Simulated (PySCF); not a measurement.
Mg(F)(NH2) (FH₂MgN), SMILES [NH2][Mg][F].

Coordinates come from a TPSSh-D3(BJ)/def2-TZVP optimisation. One conformer was computed; it need not be the lowest.

These are CAM-B3LYP/def2-TZVPD (PySCF) values and carry that method's errors.

Symmetry labels are those of the subgroup C2v that the program uses (full group C2v).

Computed valence orbital energies around the gap with their symmetry:
```json
[
 {"orbital": "HOMO−7", "symmetry": "A1", "energy (eV)": "-31.38"},
 {"orbital": "HOMO−6", "symmetry": "A1", "energy (eV)": "-23.75"},
 {"orbital": "HOMO−5", "symmetry": "B2", "energy (eV)": "-13.97"},
 {"orbital": "HOMO−4", "symmetry": "A1", "energy (eV)": "-12.33"},
 {"orbital": "HOMO−3", "symmetry": "B2", "energy (eV)": "-11.50"},
 {"orbital": "HOMO−2", "symmetry": "B1", "energy (eV)": "-11.50"},
 {"orbital": "HOMO−1", "symmetry": "A1", "energy (eV)": "-11.34"},
 {"orbital": "HOMO", "symmetry": "B1", "energy (eV)": "-8.12"},
 {"orbital": "LUMO", "symmetry": "A1", "energy (eV)": "-0.65"},
 {"orbital": "LUMO+1", "symmetry": "B2", "energy (eV)": "0.49"},
 {"orbital": "LUMO+2", "symmetry": "B1", "energy (eV)": "0.76"},
 {"orbital": "LUMO+3", "symmetry": "A1", "energy (eV)": "0.93"}
]
```
